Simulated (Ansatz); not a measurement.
Cl3F3Mo (`[F][Mo]([F])([F])([Cl])([Cl])[Cl]`), relaxed with RKS PBE-D4/def2-SVP in the Gaussian-basis code of Ansatz from a rough embedded geometry. The force threshold is 0.03 eV/Å; the program also tests the step.

Total charge 0; spin multiplicity 1. Mo takes the def2 core potential.

Start:

```xyz
7

F    -1.990   -0.173    0.085
Mo   -0.077   -0.045   -0.077
F    -0.052   -1.788   -1.019
F    -0.279    0.939   -1.770
Cl   -0.151    2.065    1.068
Cl    0.235   -1.175    2.022
Cl    2.314    0.177   -0.309
```

| step | energy (eV) | largest force (eV/Å) | largest move (Å) |
| --- | --- | --- | --- |
| 1 | -47540.0876 | 2.407 | 0.000 |
| 2 | -47540.7238 | 1.059 | 0.187 |
| 3 | -47540.8112 | 0.366 | 0.073 |
| 4 | -47540.8177 | 0.036 | 0.021 |
| 5 | -47540.8177 | 0.001 | 0.003 |

End:

```xyz
7

F    -1.888   -0.180    0.073
Mo   -0.039   -0.017   -0.045
F    -0.036   -1.629   -0.973
F    -0.298    0.832   -1.680
Cl   -0.153    2.008    1.021
Cl    0.185   -1.158    1.930
Cl    2.230    0.144   -0.325
```

It took 13 s on 4 threads of an Arm Neoverse V1 on a shared host, with 0.2 GiB of host memory at the peak.
